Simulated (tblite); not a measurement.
Compound: C3H4FN3Si.
Geometry (GFN2-xTB, Å), atoms numbered from 1 in this order:
```
atom  x, y, z in Å
N1     2.2607   -0.2197    2.2413
C2     1.4949   -0.0730    1.4043
Si3    0.2553    0.1918    0.0303
N4     0.9216   -0.3551   -1.4424
C5    -0.1654    2.0173    0.1508
N6    -0.4137    3.1338    0.1996
C7    -1.3247   -0.8348    0.3691
F8    -2.0701   -0.9293   -0.7887
H9     1.7937   -0.0071   -1.8051
H10    0.3173   -0.6792   -2.1812
H11   -1.0938   -1.8589    0.6718
H12   -1.9745   -0.3865    1.1242
```

Computed with GFN2-xTB (tblite): harmonic, unscaled wavenumbers at the GFN2-xTB geometry, gas phase. This tight-binding method is rough: wavenumbers can miss measured ones by several per cent, in bad cases by 10 to 20. One conformer, not necessarily the lowest.

Harmonic wavenumbers (cm⁻¹): 37.7, 78.9, 82.8, 113.3, 135.7, 171.3, 220.7, 278.4, 307.6, 322.3, 354.1, 371.5, 434.1, 554.9, 653.5, 707.7, 765.1, 804.3, 958.3, 1030.4, 1202.0, 1282.1, 1439.5, 1482.7, 2353.5, 2366.0, 2961.2, 2968.3, 3466.8, 3508.0.

A = 1767, B = 1345, C = 1017 MHz; mass 129.016 u (most abundant isotopes); point group C1, symmetry number 1.

Problem. What is the zero-point energy?

Solution. Half the sum of the wavenumbers: 15706 cm⁻¹ = 44.91 kcal/mol.

Problem. Entropy at 200 K, 1 bar (ideal gas, RRHO, classical rotation)?

Solution. Translation 38.52, rotation 28.09, vibration 22.67: S = 89.3 cal/(mol K).

Problem. And Cp and H(200 K) − H(0)?

Solution. Cp = 30.21 cal/(mol K), of which vibrations give 22.26 (their classical limit is 30 R = 59.6); H(200 K) − H(0) = 4.01 kcal/mol without the zero-point energy, 2.42 from vibrations.

Problem. What must be added to the electronic energy to get the Gibbs energy at 200 K and 1 bar?

Solution. ZPE + [H(200 K) − H(0)] − T·S = 44.91 + 4.01 − 17.86 = 31.06 kcal/mol.

Problem. Blend soft modes into free rotors: weight 1/[1 + (100 cm⁻¹/ν̃)⁴] for the oscillator and the rest for a rotor with moment μB/(μ + B), μ = h/(8π²ν), B = 10⁻⁴⁴ kg m². What vibrational entropy results?

Solution. 20.98 cal/(mol K) in place of 22.67, which changes −T·S at 200 K by +0.34 kcal/mol.

Hindered rotation and anharmonicity are outside this model. Other conformers, if any are populated, would add a mixing term that is left out. The structure is chiral; the term R ln 2 for an equal mix with its mirror image is left out.
